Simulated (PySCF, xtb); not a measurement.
Al(Me)3 (C₃H₉Al), SMILES [Al]([CH3])([CH3])[CH3].

Harmonic wavenumbers (cm⁻¹) from GFN2-xTB (xtb) at its own minimum, in rising order: 40, 41, 62, 123, 123, 177, 473, 474, 474, 501, 555, 555, 652, 694, 694, 1303, 1303, 1311, 1455, 1455, 1455, 1463, 1463, 1465, 2920, 2920, 2922, 2924, 2925, 2927, 2933, 2938, 2939.

Question: What does ωB97X-D3(BJ)/def2-SVP in PySCF give at its own minimum? (An estimate is asked for; the answer gives what the named calculation found.)

Answer: 27, 27, 47, 167, 167, 184, 526, 544, 544, 584, 651, 651, 714, 762, 762, 1230, 1230, 1230, 1434, 1434, 1436, 1439, 1439, 1440, 3044, 3044, 3045, 3128, 3128, 3128, 3154, 3154, 3154. Paired by order, the mean absolute difference is 85 cm⁻¹ and the zero-point energies are 63.8 and 66.7 kcal/mol.
